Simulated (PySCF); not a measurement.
# Radial density of Li⁻ (lithium, charge -1)

BHandHLYP, [He] 2s2, closed-shell 1S. Computed with PySCF 2.14 in def2-QZVPPD, with no relativity, point nucleus.

| r (bohr) | 4πr²ρ (e/bohr) |
| --- | --- |
| 0.0105 | 0.01821 |
| 0.0177 | 0.04937 |
| 0.0297 | 0.1299 |
| 0.0500 | 0.3255 |
| 0.0842 | 0.7515 |
| 0.142 | 1.517 |
| 0.238 | 2.458 |
| 0.401 | 2.801 |
| 0.674 | 1.829 |
| 1.13 | 0.5258 |
| 1.91 | 0.2248 |
| 3.21 | 0.3677 |
| 5.39 | 0.2862 |
| 9.07 | 0.07801 |
| 15.3 | 0.0003972 |

At BHandHLYP the highest occupied level has a positive energy, so only the finite basis holds that electron; in a semilocal or global hybrid functional this comes from self-interaction and does not mean that the real anion is unbound.
